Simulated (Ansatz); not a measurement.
**From In(NH2)3 to InBr3: predicting a member**

On one In centre, n of the NH2 ligands are replaced by Br. The HOMO–LUMO gap y in eV at wB97X-V/def2-TZVPP. Shapes, held fixed at every level: PBE0-D4/def2-TZVP. Programs: Ansatz 0.2.0.

| molecule | n | y (eV) |
| --- | --- | --- |
| In(NH2)3 | 0 | 10.53 |
| In(NH2)2Br | 1 | 10.31 |
| In(NH2)Br2 | 2 | ? |
| InBr3 | 3 | 10.13 |

**Question.** Fit y = c + s·n to the known rows and predict In(NH2)Br2.

**Answer.** 
1. Means of the 3 rows: n = 1.33333, y = 10.323.
2. Σ(Δn)² = 4.6667, Σ(Δn·Δy) = -0.59333, so the slope is -0.59333/4.6667 = -0.12714.
3. Intercept: 10.323 − (-0.12714) × 1.33333 = 10.493. The largest residual of the fit is 0.056.
4. In(NH2)Br2: 10.493 + (-0.12714) × 2 = 10.24 eV.

The run gave 10.20 eV, so the prediction is off by +0.04 eV, within the scatter of the fit. The step per swap changes from -0.22 to -0.07 eV along the series, so a line misses the bend. Other levels give for In(NH2)Br2: PBE0-D4/def2-TZVPP 5.78; r2SCAN0-D4/def2-TZVPP 6.11 eV. Orbital gaps aren't excitation energies, and the LUMO depends on the basis. The series runs otherwise at PBE-D4/def2-TZVPP, SPW92/def2-TZVPP, r2SCAN-D4/def2-TZVPP. For atoms past krypton def2 sets carry core potentials with scalar relativity. Relativity is left out for Br unless named.
